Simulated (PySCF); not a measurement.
Species: C₃H₁₂Si₃.
InChI=1S/C3H12Si3/c1-2-6-3(4)5/h2-3H,1,6H2,4-5H3

Torsions of this conformer, `[CH2:1]=[CH:2][SiH2:3][CH:4]([SiH3:5])[SiH3:6]`: C1–C2–Si3–C4 109°, C2–Si3–C4–Si5 175°.

The closed-shell ground state was solved at several levels (PySCF, density fitting, gas phase, non-relativistic). One conformer (not necessarily the lowest) at the GFN2-xTB geometry, without solvent, vibrations or thermal averaging.

| level | basis functions | HOMO (eV) | LUMO (eV) | gap (eV) | dipole (D) |
| --- | --- | --- | --- | --- | --- |
| CAM-B3LYP/def2-SVPD | 228 | -9.24 | 0.58 | 9.82 | 0.93 |
| PBE0/def2-SVPD | 228 | -7.95 | -0.55 | 7.40 | 0.98 |

**Question.** Estimate the row for PBE0/pcSseg-1, a basis of 183 functions; the other rows only guide the guess.

**Answer.** HOMO -7.96 eV, LUMO -0.51 eV, gap 7.45 eV, dipole 0.98 D.

**Question.** Over all these levels, which gives the widest orbital gap and which the narrowest?

**Answer.** CAM-B3LYP/def2-SVPD (range-separated hybrid) has the widest, 9.82 eV, and PBE0/def2-SVPD (global hybrid, 25 % exact exchange) the narrowest, 7.40 eV. The two share the basis. From the narrowest to the widest the HOMO moves by -1.29 eV and the LUMO by +1.13 eV.

**Question.** How far do the dipole and the HOMO energy spread over the levels?

**Answer.** The dipole runs from 0.93 to 0.98 D (mean 0.96 D) and the HOMO from -9.24 to -7.95 eV.
